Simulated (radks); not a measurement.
Values are calculated unless marked as measured or tabulated.
Neutral titanium inside a hard spherical wall (all orbitals vanish at R), configuration held at [Ar] 3d2 4s2 and not refilled when levels cross. Level of theory: scalar-relativistic Kohn-Sham, r2SCAN, spin-unpolarised, spherical densities, finite nucleus; meta-GGA in the generalised Kohn-Sham scheme; Fermi nuclear charge, rms radius 3.5921 fm (a radial shooting solver on a logarithmic mesh with Libxc functionals). Eigenvalues in eV, with the zero of energy where the potential of the charges vanishes at infinity; a dash marks a level that is unbound or too diffuse for the functional's potential to be trusted. A positive occupied level is held by the wall or, in an anion where self-interaction has pushed it up, behind a barrier. The pressure on the wall is -dE/dV.

R (bohr)  E (hartree)  kinetic (hartree)    e(3s)    e(3p)   e(4s)   e(3d)  e(4p, empty)  e(5s, empty)  pressure (GPa)
free       -853.73588            860.941  -65.008  -40.169  -4.621  -4.084        -1.302             -               0
20         -853.73588            860.941  -65.008  -40.169  -4.621  -4.084        -1.302             -        < 0.0001
15         -853.73588            860.941  -65.008  -40.168  -4.621  -4.083        -1.300         1.750        < 0.0001
12         -853.73580            860.942  -64.999  -40.159  -4.614  -4.075        -1.279         2.437         0.00160
7          -853.71388            861.081  -64.154  -39.320  -3.892  -3.306        -0.012         9.444            1.12
6          -853.67236            861.277  -63.195  -38.374  -2.923  -2.442         1.467        15.331            4.37
3.5        -852.68373            864.560  -54.370  -29.816  12.680   6.251        21.652        76.848             256
3          -851.67196            867.720  -49.329  -24.858  26.302  11.968        37.615        118.87             771
2.5        -849.26280            875.186  -40.286  -15.578  55.397  22.975        69.679        197.17            2820
2          -842.52193            894.930  -20.749    5.361  125.14  47.113        141.93        361.17           13300
